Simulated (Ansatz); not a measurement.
Cartesian coordinates in Å:
```
F -0.8233 -2.2467 0.8914
Si 0.4920 -1.6177 0.2445
C 0.1865 0.1746 -0.1359
Al -0.8597 1.8509 -0.1518
S 1.2882 1.1436 -0.8785
H 1.5933 -1.7201 1.2303
H 0.7909 -2.3495 -1.0083
H -0.7957 2.7308 1.1593
H -1.8723 2.0341 -1.3510
```

Total charge 0; spin multiplicity 1. The bonds changed during the relaxation, so this is another structure than the one it started from.

Problem. List the r2SCAN/def2-TZVPP orbital energies in eV (Ansatz 0.2.0). (Best estimate.)

Solution. Ansatz gave: Occupied: -2410.45, -1792.46, -1516.82, -666.45, -275.00, -214.83, -158.89, -158.85, -158.71, -142.81, -110.33, -97.72, -97.66, -97.64, -70.63, -70.50, -70.42, -31.58, -21.71, -15.72, -13.69, -12.08, -11.54, -11.53, -10.67, -9.74, -9.64, -8.81, -8.52, -7.29, -6.22. Lowest empty: -4.41, -0.87, -0.48, 0.00, 0.75, 1.09, 1.61, 1.94.
